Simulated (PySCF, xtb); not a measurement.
Cd(I)(SiH3) (CdH3ISi), SMILES [I][Cd][SiH3].

GFN2-xTB in xtb at its own geometry gives an orbital gap of 3.56 eV and a dipole moment of 8.00 D.

Geometry: PBE0-D3(BJ)/def2-SVP. The def2 effective core potentials stand for the cores of Cd, I; spin–orbit coupling is left out.

What does CAM-B3LYP/def2-TZVPD (PySCF) give? (The exact figures need the calculation; the answer reports its results.)

gap 8.14 eV (levels -8.61 and -0.47 eV), dipole 2.38 D.
